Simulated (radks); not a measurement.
Q: The lithium anion Li-, [He] 2s2, held by a Watson sphere: a shell of charge +1 at radius R that stands for the Madelung well of a crystal (potential energy -1/R inside, -1/r outside, in hartree with lengths in bohr). All-electron calculation, non-relativistic Kohn-Sham, PBEsol, spin-unpolarised, spherical densities, point nucleus. Program: a radial shooting solver on a logarithmic mesh with Libxc functionals. Response by self-consistent Sternheimer equations with the Hartree and adiabatic LDA kernel. The sphere does not respond.

| R (bohr) | e(1s) (eV) | e(2s) (eV) | <r> 2s (bohr) | sum of <r^2> (bohr^2) | X-ray form factor at sin(theta)/lambda = 0.2 1/angstrom | alpha (bohr^3) |
|---|---|---|---|---|---|---|
| 1.84 | -53.726 | -4.601 | 3.173 | 24.71 | 1.762 | 81.54 |
| 2.64 | -51.098 | -4.244 | 3.444 | 28.69 | 1.714 | 103.1 |
| 2.97 | -50.640 | -4.076 | 3.568 | 30.66 | 1.704 | 115.4 |
| 3.2 | -50.421 | -3.958 | 3.655 | 32.09 | 1.699 | 124.9 |
| 3.52 | -50.206 | -3.795 | 3.775 | 34.15 | 1.697 | 139.5 |
| 3.64 | -50.144 | -3.734 | 3.819 | 34.93 | 1.697 | 145.3 |
| 3.87 | -50.047 | -3.621 | 3.903 | 36.45 | 1.698 | 157.0 |

Estimate the row for R = 2.54 bohr.

A: e(1s) (eV) -51.284; e(2s) (eV) -4.294; <r> 2s (bohr) 3.407; sum of <r^2> (bohr^2) 28.12; X-ray form factor at sin(theta)/lambda = 0.2 1/angstrom 1.718; alpha (bohr^3) 99.80.
